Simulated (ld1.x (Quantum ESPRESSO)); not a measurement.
Pseudopotential generation for lithium: ultrasoft, PBEsol, scalar-relativistic.

```json
{
  "Element": "Li",
  "Generator": "ld1.x (Quantum ESPRESSO) 7.5",
  "Type": "ultrasoft",
  "Functional": "PBEsol",
  "Relativity": "scalar-relativistic",
  "Frozen core": "[He]",
  "Valence charge": "1",
  "Reference configuration": "2s0.5 2p0 (charge +0.5)",
  "Partial waves": "2s (bound): rcut 2.65, rcutus 3.05 bohr; 2s channel at 3 Ry: rcut 2.65, rcutus 3.05 bohr; 2p (bound, empty): rcut 3.35, rcutus 4.55 bohr; 2p channel at 0.2 Ry: rcut 3.35, rcutus 4.55 bohr; 3d channel at -0.1 Ry: rc 4.90 bohr",
  "Local potential": "the d channel",
  "Core correction": "none",
  "Augmentation charge": "PSQ, inside the norm-conserving radii"
}
```

All-electron outer shells of the reference configuration (PBEsol, scalar-relativistic, ld1.x):

| shell | level (eV) | outermost node (bohr) | outermost maximum (bohr) |
| --- | --- | --- | --- |
| 2s | -5.25 | 0.83 | 2.97 |
| 2p | -3.27 | – | 3.32 |

(1) Estimate the cutoffs (Ry, on a coarse ladder) from which the occupation-weighted sum of valence levels, in a spherical-Bessel basis at the reference potential, stays within 10 and 1 mRy of its value at 400 Ry.

(2) Does the potential have ghost states?

(3) Is the overlap operator S = 1 + Σ q|β⟩⟨β| positive definite (Bessel basis up to 400 Ry)?

Results:

(1) 6 Ry and 6 Ry.

(2) No extra level below or beside the all-electron valence levels (s, p, d, f tested).

(3) Yes: its lowest eigenvalue is 0.29 (s channel).

Test run stopped at test 1 of 2 (negative rho).
